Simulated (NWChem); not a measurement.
System: C4H4F2; SMILES FC1(F)C=CC1

Input file for NWChem:

```
start job
memory heap 200 mb stack 900 mb global 1100 mb
geometry units angstroms noautosym nocenter noautoz
  F     -0.029951    -1.181513     1.081917
  C     -0.025204    -0.374857     0.000000
  F     -0.029951    -1.181513    -1.081917
  C     -1.046946     0.730343     0.000000
  C     -0.096137     1.675391     0.000000
  C      1.074513     0.713193     0.000000
  H     -2.138468     0.728930     0.000000
  H     -0.133196     2.767613     0.000000
  H      1.706435     0.712241    -0.901776
  H      1.706435     0.712241     0.901776
end
basis spherical
  * library 6-31+g*
end
dft
  xc pbe0
  iterations 150
end
property
  response 1 0.0773
end
task dft property
```

Structure relaxed at the PBE0/def2-SVP level.

Field at 589 nm.

What results follow from this input? (PBE0/6-31+G* (spherical d).) Quantities: isotropic polarisability (bohr³); anisotropy (bohr³).


```
Item                              Result
--------------------------------  ------
isotropic polarisability (bohr³)    45.2
anisotropy (bohr³)                  13.7
```
